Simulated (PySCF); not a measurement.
oxepine (C₆H₆O), SMILES C1=COC=CC=C1. Heavy atoms are numbered as in [CH:1]1=[CH:2][CH:3]=[CH:4][O:5][CH:6]=[CH:7]1. Hydrogens are named by the atom that carries them.

Geometry: PBE-D3(BJ)/def2-SVP.

The numbers are results of PBE/def2-TZVP (PySCF), not measurements.

ESP charges are fitted to the potential on shells at 1.4 to 2.0 van der Waals radii. Atomic charges (e), one atom of each kind:

| atom | ESP fit | Mulliken | meta-Löwdin |
|---|---|---|---|
| C1 (CH) | -0.10 | -0.11 | -0.12 |
| C3 (CH) | -0.14 | -0.10 | -0.16 |
| C4 (CH) | -0.11 | -0.01 | 0.07 |
| O5 | -0.09 | -0.21 | ___ |
| H on C1 | 0.12 | 0.11 | ___ |
| H on C3 | 0.13 | 0.11 | 0.13 |
| H on C4 | 0.15 | 0.11 | ___ |

**Question.** Some entries are withheld; supply them. (The exact figures need the calculation; the answer reports its results.)

**Answer.** 
- O5, meta-Löwdin: -0.32
- H on C1, meta-Löwdin: 0.12
- H on C4, meta-Löwdin: 0.12

**Question.** Give the Mayer and Wiberg (Löwdin basis) orders of the bonds. (Estimate from the structure and the level; the computed values follow.)

**Answer.** 
```json
[
 {"bond": "C1–C2", "Mayer": "1.74", "Wiberg": "1.84"},
 {"bond": "C2–C3", "Mayer": "1.13", "Wiberg": "1.35"},
 {"bond": "C3–C4", "Mayer": "1.77", "Wiberg": "1.94"},
 {"bond": "C4–O5", "Mayer": "1.06", "Wiberg": "1.50"},
 {"bond": "O5–C6", "Mayer": "1.06", "Wiberg": "1.50"},
 {"bond": "C1–C7", "Mayer": "1.13", "Wiberg": "1.35"},
 {"bond": "C6–C7", "Mayer": "1.77", "Wiberg": "1.94"}
]
```
